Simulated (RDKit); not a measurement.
Input file for RDKit: UFF on NH3 (SMILES N).

```python
from rdkit import Chem
from rdkit.Chem import AllChem, rdDetermineBonds

blocks = [
'''4

N    -0.00000000   -0.00002154    0.27906895
H     0.00000000    0.94280475   -0.09306203
H     0.81651493   -0.47144161   -0.09305346
H    -0.81651493   -0.47144161   -0.09305346
''',
]
mol = None
for b in blocks:
    f = Chem.MolFromXYZBlock(b)
    rdDetermineBonds.DetermineBonds(f, charge=0)
    mol = f if mol is None else Chem.CombineMols(mol, f)
Chem.SanitizeMol(mol)
print(Chem.MolToSmiles(Chem.RemoveHs(mol)))
ff = AllChem.UFFGetMoleculeForceField(mol, vdwThresh=100.0, ignoreInterfragInteractions=False)
e = ff.CalcEnergy()
print(f'UFF energy {e:.6f} kcal/mol')
```

The log:

```
N
UFF energy 1.520706 kcal/mol
```

The run finished.

Cost: around 0.020 core-seconds (rough).
